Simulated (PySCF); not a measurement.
Predicted microwave data (PBE0-D3(BJ)/def2-SVP geometry optimisation, gas phase (PySCF 2.14.0)) for one isomer of C3H9BS:

| Quantity | Value |
| --- | --- |
| Rotational constants | A = 5722, B = 2785, C = 1942 MHz |
| Dipole components | \|μa\| = 0.43 D, \|μb\| = 1.45 D, \|μc\| = 0.00 D |
| Inertial defect | -9.48 u·Å² |
| κ | -0.55 |

Question: Which candidate fits, each taken in the one conformer that was computed?
A. `[CH3:1][CH2:2][BH:3][S:4][CH3:5]` with C1–C2–B3–S4 137°, C2–B3–S4–C5 177°
B. BMe2(SMe), `CSB(C)C`

Answer: B. It is CSB(C)C, an asymmetric top, point group Cs. The candidates at the same level (rigid rotor, commonest isotopes):

| SMILES | A (MHz) | B (MHz) | C (MHz) | μa (D) | μb (D) | μc (D) | Δ (u·Å²) | point group | rotor |
| --- | --- | --- | --- | --- | --- | --- | --- | --- | --- |
| CCBSC | 12671 | 1570 | 1478 | 0.69 | 0.77 | 0.21 | -19.86 | C1 | near-prolate asymmetric top |
| CSB(C)C | 5722 | 2785 | 1942 | 0.43 | 1.45 | 0.00 | -9.48 | Cs | asymmetric top |

`CCBSC` has A 121 % too high. In the right answer the mirror of this Cs structure is the ab plane, so μc vanishes by symmetry (the 0.01 D computed is a residue). No structure here is proved a minimum.
